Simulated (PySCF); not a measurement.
Sn(I)(OH)3 (H₃IO₃Sn), SMILES [I][Sn]([OH])([OH])[OH].

Geometry optimised at B3LYP-D3(BJ)/def2-SVP. The geometry has at least one imaginary mode, so it is a saddle point at that level. The structure was generated by enumeration; whether it is a known compound was not checked. The def2 effective core potentials stand for the cores of I, Sn; spin–orbit coupling is left out. The values are those of a single conformer.

All values below come from IEF-PCM-PBE0/def2-SVP run with PySCF.

The values are the electrostatic part of the solvation free energy, E(continuum) − E(gas) at the gas-phase geometry, in a cavity of scaled van der Waals radii (PySCF's table); cavitation and dispersion terms are not included. A continuum can't describe solvent molecules that bind to the metal. In vacuum the orbital gap is 5.51 eV. The dipole moment in vacuum is 1.04 D.

Computed values in water (ε = 78.36), toluene (ε = 2.37), dimethylsulfoxide (ε = 46.83):
```tsv
solvent	ε	ΔG(elec) (kcal/mol)	dipole (D)	gap (eV)
water	78.36	-10.4	1.34	5.65
toluene	2.37	-4.9	1.17	5.57
dimethylsulfoxide	46.83	-10.3	1.34	5.65
```
